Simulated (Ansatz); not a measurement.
Gas-phase electronic energies from Ansatz, PBE0-D4/def2-TZVP geometries. CCSD(T)/CBS is the MP2 limit (def2-TZVPP, def2-QZVPP) plus CCSD(T) − MP2 in def2-TZVPP, frozen cores. This one scheme is used for every species. Functionals use def2-TZVPP. def2 core potentials past Kr. For Sn outer-core shells are correlated without core-valence functions, which leaves a few kJ/mol of doubt a bond. One conformer a species, not always the lowest.

`[NH2][Sn]([NH2])([F])[F]` → F₂ + `[NH2][Sn][NH2]`  (stannylene formation by 1,1-elimination)

`[NH2][Sn]([NH2])([F])[F]`:

Z-matrix (Å, degrees):
```
Sn
N 1 1.988
F 1 1.912 2 104.3
N 1 1.987 2 114.1 3 126.5
F 1 1.912 2 115.2 3 -112.8
H 2 1.012 1 113.9 3 164.7
H 2 1.012 1 112.8 3 40.1
H 4 1.012 1 113.9 2 -68.5
H 4 1.012 1 112.8 2 166.8
```

F₂:

Z-matrix (Å, degrees):
```
F
F 1 1.376
```

`[NH2][Sn][NH2]`:

Cartesian coordinates in Å:
```
N -0.029 0.642 -1.335
Sn 1.312 0.430 0.159
N 0.063 -0.631 1.339
H -0.972 0.283 -1.343
H 0.178 1.141 -2.185
H 0.333 -0.973 2.247
H -0.885 -0.892 1.118
```

| level | ΔE (eV) |
| --- | --- |
| r2SCANh-D4 | 6.63 |
| B2PLYP | 6.50 |
| CCSD/def2-SVP | 6.46 |
| HF/def2-QZVPP | 7.16 |

Q: What does CCSD(T)/CBS give? (Best estimate.)

A: Ansatz gave: +6.77 eV. The listed levels differ from it by -0.14, -0.27, -0.31, 0.39 eV.

Largest T1 diagnostic among the species: 0.016.

Leaving LDA and LC-ωPBE aside and taking each functional with its dispersion term where it has one, the values, not all of them listed here, spread over 0.90 eV, from BLYP-D4 to PBE-QIDH. LDA lies +0.33 eV from PBE without D4. From PBE to PBE0 (25 % exact exchange), in def2-TZVPP and without D4, ΔE moves by +0.37 eV.
